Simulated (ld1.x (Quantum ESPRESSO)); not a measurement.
## Which change was made? (N, RRKJ)

```
Element                 : N (Z = 7)
Generator               : ld1.x (Quantum ESPRESSO) 7.5
Type                    : norm-conserving RRKJ (Kleinman–Bylander form)
Functional              : PBE
Relativity              : scalar-relativistic
Frozen core             : [He]
Valence charge          : 5
Reference configuration : 2s2 2p2 (charge +1)
Partial waves           : 2s (bound): rc 1.05 bohr; 2p (bound): rc 1.85 bohr
Local potential         : all-electron potential smoothed inside 1.00 bohr (lloc = -1)
Core correction         : a·sin(br)/r model core, default radius (core density twice the valence density)
```

Cutoffs, loose and tight: the cutoffs (Ry, on a coarse ladder) from which the occupation-weighted sum of valence levels, in a spherical-Bessel basis at the reference potential, stays within 10 and 1 mRy of its value at 400 Ry. They do not see the model core or the augmentation charge, which bear on the density cutoff. Test errors are all-electron minus pseudo excitation energies from the reference, over the configurations 2s2 2p3; 2s2 2p1; 2s2 2p0; 2s1 2p3; 2s2 2p2.5; 2s1 2p4; 2s0 2p5; variants that change the core or the reference have their own tests.

The base gives: outcome: generated; cutoff, loose: 70 Ry; cutoff, tight: 90 Ry; bound ghosts: none; largest test error (meV): +1043.

Q: After one change the result is: outcome: generated; cutoff, loose: 40 Ry; cutoff, tight: 55 Ry; bound ghosts: none; largest test error (meV): +3009. Which change was it?
A. all radii but the core radius scaled by about 1.20 (s 1.26, p 2.22 bohr); local potential all-electron potential smoothed inside 1.20 bohr (lloc = -1)
B. all radii but the core radius scaled by about 0.91 (s 0.96, p 1.68 bohr); local potential all-electron potential smoothed inside 0.92 bohr (lloc = -1)
C. all radii but the core radius scaled by about 0.82 (s 0.86, p 1.52 bohr); local potential all-electron potential smoothed inside 0.82 bohr (lloc = -1)
D. all radii but the core radius scaled by about 1.32 (s 1.38, p 2.44 bohr); local potential all-electron potential smoothed inside 1.32 bohr (lloc = -1)

A: D. The others give: all radii but the core radius scaled by about 0.91 (s 0.96, p 1.68 bohr); local potential all-electron potential smoothed inside 0.92 bohr (lloc = -1) → outcome: generated; cutoff, loose: 80 Ry; cutoff, tight: 110 Ry; bound ghosts: none; largest test error (meV): +788 | all radii but the core radius scaled by about 1.20 (s 1.26, p 2.22 bohr); local potential all-electron potential smoothed inside 1.20 bohr (lloc = -1) → outcome: generated; cutoff, loose: 50 Ry; cutoff, tight: 70 Ry; bound ghosts: none; largest test error (meV): +2159 | all radii but the core radius scaled by about 0.82 (s 0.86, p 1.52 bohr); local potential all-electron potential smoothed inside 0.82 bohr (lloc = -1) → outcome: generated; cutoff, loose: 80 Ry; cutoff, tight: 110 Ry; bound ghosts: none; largest test error (meV): +549.
